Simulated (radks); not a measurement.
Results of a calculation; reference values are marked as such.
The sulfur anion S2-, [Ar], held by a Watson sphere: a shell of charge +2 at radius R that stands for the Madelung well of a crystal (potential energy -2/R inside, -2/r outside, in hartree with lengths in bohr). Level of theory: scalar-relativistic Kohn-Sham, PBE, spin-polarised, spherical densities, finite nucleus; Fermi nuclear charge, rms radius of each element as measured or else 0.836 A^(1/3) + 0.57 fm (a radial shooting solver on a logarithmic mesh with Libxc functionals). Response by self-consistent Sternheimer equations with the Hartree and adiabatic LDA kernel, the relativistic mass of each level held fixed and spin-orbit coupling left out. The sphere does not respond.

| R (bohr) | e(2p) (eV) | e(3s) (eV) | e(3p) (eV) | <r> 3p (bohr) | sum of <r^2> (bohr^2) | X-ray form factor at sin(theta)/lambda = 0.3 1/angstrom | alpha (bohr^3) |
|---|---|---|---|---|---|---|---|
| 1.86 | -153.54 | -18.932 | -8.727 | 2.026 | 37.98 | 9.035 | 21.49 |
| 3.04 | -152.93 | -15.627 | -6.286 | 2.321 | 48.80 | 8.955 | 42.85 |
| 3.09 | -152.89 | -15.516 | -6.187 | 2.332 | 49.23 | 8.957 | 44.15 |
| 3.46 | -152.58 | -14.765 | -5.492 | 2.407 | 52.36 | 8.971 | 54.90 |
| 4.29 | -151.80 | -13.451 | -4.185 | 2.552 | 59.09 | 8.993 | 88.30 |
